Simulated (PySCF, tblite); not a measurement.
Isomers of C6H3N2O (doublet state). All values are computed: GFN2-xTB (tblite) harmonic vibrations without scaling, gas phase. The method is semi-empirical: single wavenumbers can be off by several per cent or more. One conformer each. Open shells enter through the occupations alone, without spin polarisation, and single modes of such species can be off by tens of per cent.

Electronic energies: B3LYP/pcH-1 single points on the GFN2-xTB geometries (PySCF, gas phase).

| SMILES | electronic energy, lowest = 0 (kcal/mol) |
| --- | --- |
| O=CC#CC1=NC=C[N]1 | 11.8 |
| [H]/N=[C]/c1cocc1C#N | 0.0 |
| N#C/[C]=C(\C=O)CC#N | 5.1 |

Task: How do GFN2-xTB zero-point energies change the relative energies?

Result: 
```json
{"SMILES": "[H]/N=[C]/c1cocc1C#N", "ZPE (kcal/mol)": "46.6", "of it from modes above 1550 cm⁻¹": "20.2", "electronic (kcal/mol)": "0.0", "with ZPE, lowest = 0 (kcal/mol)": "0.0", "lowest mode (cm⁻¹)": "88", "rings": "1"}
{"SMILES": "N#C/[C]=C(\\C=O)CC#N", "ZPE (kcal/mol)": "45.1", "of it from modes above 1550 cm⁻¹": "24.2", "electronic (kcal/mol)": "5.1", "with ZPE, lowest = 0 (kcal/mol)": "3.6", "lowest mode (cm⁻¹)": "20", "rings": "0"}
{"SMILES": "O=CC#CC1=NC=C[N]1", "ZPE (kcal/mol)": "45.3", "of it from modes above 1550 cm⁻¹": "18.6", "electronic (kcal/mol)": "11.8", "with ZPE, lowest = 0 (kcal/mol)": "10.5", "lowest mode (cm⁻¹)": "45", "rings": "–"}
```

The zero-point energies span 1.5 kcal/mol, from `N#C/[C]=C(\C=O)CC#N` to `[H]/N=[C]/c1cocc1C#N`. The order is unchanged.

Task: And how do the electronic energies of GFN2-xTB itself compare?

Result: `[H]/N=[C]/c1cocc1C#N` 0.0; `N#C/[C]=C(\C=O)CC#N` 41.0; `O=CC#CC1=NC=C[N]1` 11.9 kcal/mol, lowest = 0. Against the energies above, taken from the same isomer `[H]/N=[C]/c1cocc1C#N`, the largest difference is 35.9 kcal/mol.
